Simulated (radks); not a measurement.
Ti, 22 electrons, occupied as [Ar] 3d2.5 4s1.5 (fractional occupations, a model configuration). Method: scalar-relativistic Kohn-Sham, r2SCAN, spin-polarised, spherical densities, finite nucleus; open shells are filled with parallel spins first; meta-GGA in the generalised Kohn-Sham scheme; Fermi nuclear charge, rms radius 3.5921 fm; computed with a radial shooting solver on a logarithmic mesh with Libxc functionals.

Normalised radial functions P(r) = r R(r), r in bohr:

r,3d up
0.005244,0.0000
0.006008,0.0000
0.006883,0.0000
0.007886,0.0000
0.009107,0.0000
0.01043,0.0001
0.01195,0.0001
0.0137,0.0001
0.01582,0.0002
0.01812,0.0003
0.02076,0.0005
0.02379,0.0007
0.02747,0.0010
0.03147,0.0015
0.03606,0.0021
0.04131,0.0031
0.04771,0.0046
0.05466,0.0065
0.06262,0.0093
0.07174,0.0132
0.08285,0.0189
0.09492,0.0263
0.1088,0.0363
0.1246,0.0496
0.1439,0.0682
0.1649,0.0910
0.1889,0.1197
0.2164,0.1552
0.2499,0.2009
0.2863,0.2518
0.328,0.3099
0.3758,0.3738
0.434,0.4463
0.4972,0.5168
0.5697,0.5850
0.6527,0.6470
0.7538,0.7004
0.8636,0.7332
0.9894,0.7457
1.134,0.7376
1.309,0.7078
1.5,0.6628
1.718,0.6057
1.969,0.5409
2.274,0.4686
2.605,0.4001
2.984,0.3342
3.419,0.2720
3.948,0.2105
4.524,0.1582
5.183,0.1129
5.938,0.0760
6.857,0.0465
7.856,0.0271
9.001,0.0146
10.31,0.0071
11.91,0.0030
13.64,0.0012

3d up: eigenvalue -3.549 eV, 0 radial nodes, <r> = 1.71 bohr, 90 % of the charge inside 3.12 bohr.
